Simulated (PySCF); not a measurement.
SMILES C[SiH]C (C2H7Si), doublet (B3LYP/def2-SVP optimised geometry):

```
10

C     -0.525     0.609     0.000
Si     0.124    -1.173     0.000
C     -0.525    -2.165     1.480
H     -0.216     1.136     0.921
H     -0.132     1.173    -0.861
H     -1.625     0.633    -0.051
H      1.625    -1.173     0.000
H     -0.217    -1.694     2.431
H     -0.132    -3.194     1.470
H     -1.625    -2.221     1.471
```

Computed with PySCF 2.14.0 with unrestricted B3LYP/def2-TZVP.

What are the frontier orbital energies (α orbitals alone; a β orbital can be the lowest empty one) and the dipole moment?

HOMO-2 -8.85 eV, HOMO-1 -8.66 eV, HOMO -5.28 eV, LUMO 0.75 eV, LUMO+1 0.80 eV; dipole moment 0.82 D.

On the same geometry unrestricted PBE/def2-TZVP run with PySCF gives HOMO-2 -7.72 eV, HOMO-1 -7.59 eV, HOMO -4.45 eV, LUMO 0.24 eV, LUMO+1 0.24 eV; dipole moment 0.91 D.

Meta-Löwdin charges at B3LYP/def2-TZVP: C1 -0.57, Si2 0.51, C3 -0.57, H4 0.12, H5 0.13, H6 0.12, H7 -0.11, H8 0.12, H9 0.13, H10 0.12.
